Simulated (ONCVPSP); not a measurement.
## cerium: excitation energies, all-electron against ONCV

- Element: Ce
- Generator: ONCVPSP 4.0.1
- Type: optimised norm-conserving Vanderbilt (ONCV)
- Functional: PBEsol
- Relativity: scalar-relativistic
- Frozen core: [Kr] 4d10
- Valence charge: 12
- Reference configuration: 4f1 5s2 5p6 5d1 6s2
- Partial waves: 5s+6s: rc 2.65 bohr, ncon 3, nbas 8, qcut 5.1 1/bohr, 3 projectors, debl 3.8 Ha; 5p: rc 2.80 bohr, ncon 4, nbas 9, qcut 4.6 1/bohr, 3 projectors, debl 1 Ha; 5d: rc 3.40 bohr, ncon 5, nbas 10, qcut 4.2 1/bohr, 3 projectors, debl 3.5 Ha; 4f: rc 1.25 bohr, ncon 3, nbas 8, qcut 14 1/bohr, local
- Local potential: the f channel
- Core correction: polynomial model core, fcfact 0.25

Energies are relative to the spin-unpolarised reference configuration 4f1 5s2 5p6 5d1 6s2; without spin polarisation the order of configurations can differ from experiment.

| valence configuration | charge | ΔE all-electron (eV) | error AE − PS (meV) |
| --- | --- | --- | --- |
| 4f1 5s2 5p6 5d1 6s1 | +1 | 6.103 | -1.8 |
| 4f1 5s2 5p6 5d1 6s0 | +2 | 17.141 | -7.3 |
| 4f1 5s2 5p6 5d0 6s0 | +3 | 36.278 | +2.5 |
| 4f1 5s2 5p6 5d1 6s0 6p1 | +1 | 9.177 | -3.9 |

Note: ghosts flagged at negative energy: s at -284.4 eV, p at -94.2 eV; GHOST(+) flagged for d at 59.6 eV, s at 193.5 eV. A true bound ghost makes a file unfit for plane-wave use.
